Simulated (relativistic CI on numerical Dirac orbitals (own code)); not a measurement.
Calculated at this level of theory: Dirac-Coulomb-Breit CI, separate exchange-only KLI orbitals for each configuration, a model potential for QED, unscaled Slater integrals (own radial code, finite nucleus).

Configurations in the expansion (outside the closed core [Ar] 3d10): 4s2.4p6.4d2, 4s2.4p5.4d3, 4s2.4p6.4d.4f, 4s.4p6.4d3, 4s2.4p5.4d2.4f, 4s.4p6.4d2.4f, 4s2.4p6.4d.5s, 4s2.4p6.4f.5s, 4s2.4p6.4d.5p, 4s2.4p6.4d.5d, 4s2.4p5.4d2.5s, 4s2.4p6.4d.5f, 4s2.4p6.5s.5p, 4s2.4p6.4d.5g, 4s.4p6.4d2.5s, 4s2.4p6.4d.6s, 4s2.4p6.4d.6d, 4s2.4p6.4d.6g, 4s2.4p6.4f2, 4s2.4p5.4f3, 4s.4p6.4f3, 4p6.4d4, 4p5.4d5, 4p5.4d4.4f, 4s2.4p6.4f.5p, 4s2.4p5.4f2.5p, 4s.4p6.4f2.5p, 4s2.4p6.5s2, 4s2.4p5.4f.5s2, 4s.4p6.4f.5s2, 4s2.4p6.5p2, 4s2.4p5.4f.5p2, 4s.4p6.4f.5p2, 4p6.4d3.5s, 4p5.4d4.5s, 4p5.4d3.4f.5s, 4s.4p6.4d.5s2, 4s.4p5.4d.4f.5s2, 4p6.4d.4f.5s2. Double excitations out of closed p, d and f shells are left out; levels of such configurations are missing from the list, as are those of other unlisted configurations, and high levels can miss mixing partners. These lack a partner that the ground configuration has and come out too high: 4s2.4p5.4d2.5s, 4s.4p6.4d2.5s.

At this charge energies of transitions that change n are usually good to better than 1 %, and those within a shell (Δn = 0) to a few per cent. Terms inside the open d or f shell come out 10 to 20 % too wide with unscaled integrals.

Outline of the computed level scheme of Tm XXXII. Lowest level of each configuration: 4s2.4p6.4d2 3F_2 at 0.000 eV; 4s2.4p5.4d3 5F°_2 at 137.888 eV.

Some strong electric-dipole decays among the lowest 45 levels: 4s2.4p5.4d3 3D°_2 → 4s2.4p6.4d2 3F_2 (1.1e+11 s⁻¹); 4s2.4p5.4d3 3G°_3 → 4s2.4p6.4d2 3F_2 (1.1e+11 s⁻¹); 4s2.4p5.4d3 3F°_2 → 4s2.4p6.4d2 3F_2 (6.5e+10 s⁻¹); 4s2.4p5.4d3 3F°_4 → 4s2.4p6.4d2 3F_3 (3.0e+10 s⁻¹); 4s2.4p5.4d3 3F°_4 → 4s2.4p6.4d2 3F_3 (1.2e+10 s⁻¹); 4s2.4p5.4d3 3G°_3 → 4s2.4p6.4d2 3P_2 (9.9e+09 s⁻¹); 4s2.4p5.4d3 3P°_1 → 4s2.4p6.4d2 3P_0 (7.8e+09 s⁻¹); 4s2.4p5.4d3 3F°_2 → 4s2.4p6.4d2 3P_1 (6.3e+09 s⁻¹).

LS names give the leading component of a level, which can be under half, so a name can repeat, a term be missing and a line seem to break the LS rules.
